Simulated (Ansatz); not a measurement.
Isolated molecules relaxed with PBE0-D4/def2-TZVP in Ansatz; ΔE leaves out vibrations. CCSD(T)/CBS is the MP2 limit (def2-TZVPP, def2-QZVPP) plus CCSD(T) − MP2 in def2-TZVPP, frozen cores. This one scheme is used for every species. DFT in def2-TZVPP. B3LYP here is the variant with VWN-RPA as its local correlation; programs differ in this. def2 core potentials past Kr. For Sn outer-core shells are correlated without core-valence functions, which leaves a few kJ/mol of doubt a bond.

Consider the formal hydrolysis of the Sn–Si bond: `C[SiH](F)[SnH3]` + H₂O → `[OH][SnH3]` + `C[SiH2]F`.

`C[SiH](F)[SnH3]`:

Cartesian coordinates in Å:
```
C -1.526 0.957 -0.242
Si -0.402 -0.070 0.826
F -1.194 -1.393 1.288
Sn 1.728 -0.804 -0.412
H -1.810 0.422 -1.150
H -2.435 1.226 0.302
H -1.019 1.881 -0.534
H -0.051 0.674 2.067
H 1.346 -1.657 -1.842
H 2.716 -1.803 0.558
H 2.648 0.567 -0.860
```

H₂O:

Cartesian coordinates in Å:
```
O 0.310 0.233 -0.035
H 0.258 -0.603 0.434
H -0.567 0.370 -0.399
```

`[OH][SnH3]`:

```xyz
6

O    -1.214    0.859   -0.205
Sn    0.273   -0.412    0.021
H    -0.962    1.770   -0.039
H     0.841   -0.302    1.630
H     1.508   -0.004   -1.088
H    -0.446   -1.912   -0.320
```

`C[SiH2]F`:

Z-matrix (Å, degrees):
```
C
Si 1 1.853
H 1 1.094 2 110.1
H 1 1.092 2 111.0 3 -119.6
H 1 1.092 2 111.1 3 119.7
F 2 1.604 1 109.4 3 179.8
H 2 1.485 1 111.5 3 61.3
H 2 1.485 1 111.5 3 -61.7
```

CCSD(T)/CBS gives +4.5 kJ/mol.

(1) Another level gave +3.0 kJ/mol. Which?
A. HF/def2-TZVPP
B. B2PLYP/def2-TZVPP
C. B3LYP-D4/def2-TZVPP
D. PBE/def2-TZVPP

Largest T1 diagnostic among the species: 0.014.

## Answers

(1) C. B3LYP-D4 3.0, PBE 10.6, B2PLYP -5.0, HF/def2-TZVPP -17.6 kJ/mol.

The D4 term adds +7.3 kJ/mol with B3LYP and +4.3 kJ/mol with PBE0; it sums over pairs of atoms, weighted by their polarisabilities, and B3LYP, whose exchange is more repulsive, gets the larger term. In def2-TZVPP, CCSD(T) changes the Hartree–Fock value by +19.4 kJ/mol (the triples alone add +1.1 kJ/mol) and MP2 by +18.4 kJ/mol.
